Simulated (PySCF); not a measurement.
SMILES C=[CH][Ge]([CH]=C)([CH]=C)[CH]=C, GFN2-xTB optimised geometry.

```
21

C     -2.44    -2.43    -1.67
C     -1.49    -1.51    -1.64
Ge    -0.87    -0.61     0.00
C     -1.51     1.26     0.00
C     -2.42     1.73    -0.83
C     -1.53    -1.55     1.59
C     -2.40    -1.05     2.45
C      1.10    -0.61     0.00
C      1.85    -0.96     1.03
H     -2.93    -2.76    -0.76
H     -2.76    -2.91    -2.58
H     -1.02    -1.21    -2.57
H     -1.07     1.91     0.74
H     -2.87     1.10    -1.59
H     -2.75     2.76    -0.81
H     -1.15    -2.55     1.75
H     -2.81    -0.06     2.32
H     -2.75    -1.60     3.31
H      1.59    -0.29    -0.92
H      2.93    -0.94     1.00
H      1.41    -1.28     1.96
```

Density from CAM-B3LYP/def2-SVP in PySCF 2.14.0 at that geometry.

Minimum of the electron density along straight lines between bonded atoms, close to the bond critical point (lines longer than 1.1 times the sum of covalent radii, or with two minima, are not listed):

```csv
bond,length / Å,ρ at the minimum / e bohr⁻³,∇²ρ there / e bohr⁻⁵,position (fraction from the first atom)
C1–C2,1.322,0.347,-0.94,0.50
C2–Ge3,1.970,0.126,0.06,0.54
Ge3–C4,1.971,0.126,0.06,0.47
C4–C5,1.322,0.347,-0.95,0.50
Ge3–C6,1.968,0.126,0.06,0.47
C6–C7,1.322,0.347,-0.95,0.50
Ge3–C8,1.972,0.126,0.06,0.46
C8–C9,1.322,0.347,-0.94,0.50
C1–H10,1.079,0.284,-1.11,0.64
C1–H11,1.081,0.282,-1.09,0.64
C2–H12,1.083,0.279,-1.04,0.63
C4–H13,1.083,0.279,-1.05,0.63
C5–H14,1.079,0.284,-1.11,0.64
C5–H15,1.081,0.282,-1.09,0.64
C6–H16,1.083,0.279,-1.05,0.63
C7–H17,1.079,0.284,-1.11,0.64
C7–H18,1.081,0.282,-1.09,0.64
C8–H19,1.083,0.279,-1.04,0.63
C9–H20,1.081,0.282,-1.09,0.64
C9–H21,1.079,0.284,-1.10,0.64
```
